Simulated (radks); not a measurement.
Results of a calculation; reference values are marked as such.
Q: The mean radii <r> (bohr) of the occupied orbitals of an atom or ion are listed with their occupations. Code: a radial shooting solver on a logarithmic mesh with Libxc functionals. Model: scalar-relativistic Kohn-Sham, r2SCAN, spin-polarised, spherical densities, finite nucleus; meta-GGA in the generalised Kohn-Sham scheme; Fermi nuclear charge, rms radius of each element as measured or else 0.836 A^(1/3) + 0.57 fm.

| orbital | occ. | <r> |
|---|---|---|
| 1s up | 1 | 0.04030 |
| 1s down | 1 | 0.04030 |
| 2s up | 1 | 0.1777 |
| 2s down | 1 | 0.1777 |
| 2p up | 3 | 0.1551 |
| 2p down | 3 | 0.1551 |
| 3s up | 1 | 0.5090 |
| 3s down | 1 | 0.5091 |
| 3p up | 3 | 0.5175 |
| 3p down | 3 | 0.5173 |
| 3d up | 5 | 0.5241 |
| 3d down | 5 | 0.5220 |
| 4s up | 1 | 1.375 |
| 4s down | 1 | 1.373 |
| 4p up | 3 | 1.537 |
| 5s up | 1 | 3.323 |
| 5s down | 1 | 3.370 |

Name the element and its charge. Open shells, if any, are filled with parallel spins first.

A: Z = 37, rubidium, charge +2: Rb2+ in [Ar] 3d10 4s2 4p3 5s2. The 1s radius gives Z: for a bare nucleus <r> = (2 gamma + 1)/(2Z) with gamma = sqrt(1 - (Z/c)^2), 0.03954 bohr for Z = 37, and screening makes it slightly larger (0.04030 here). The occupations add up to 35, and the charge is Z minus that.
